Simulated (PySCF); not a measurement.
PySCF 2.14 output of an unrestricted LDA calculation on a single atom or ion in def2-SVP (3s2p1d, 14 functions), with no relativity, point nucleus:

```
SCF conv_tol = 1e-09
number electrons alpha = 2  beta = 2
    P. A. M. Dirac.,  Math. Proc. Cambridge Philos. Soc. 26, 376 (1930)
    F. Bloch.,  Z. Phys. 57, 545 (1929)
    S. H. Vosko, L. Wilk, and M. Nusair.,  Can. J. Phys. 58, 1200 (1980)
cycle= 1 E= -24.0044978181936  delta_E= -0.000894  |g|= 0.00064  |ddm|= 0.0395
cycle= 2 E= -24.0044979552611  delta_E= -1.37e-07  |g|= 2.69e-05  |ddm|= 0.00131
cycle= 3 E= -24.0044979561978  delta_E= -9.37e-10  |g|= 3.37e-06  |ddm|= 0.000143
converged SCF energy = -24.0044979561978  <S^2> = 0  2S+1 = 1
```

The run itself started from symmetry-adapted Hartree-Fock orbitals and held the occupation by maximum overlap, on a logarithmic radial grid, so the iterations belong to that start.

Problem. Which element, charge and spin multiplicity is this?

Solution. B⁺ (boron, charge +1), multiplicity 1; the state was [He] 2s2, closed-shell 1S.
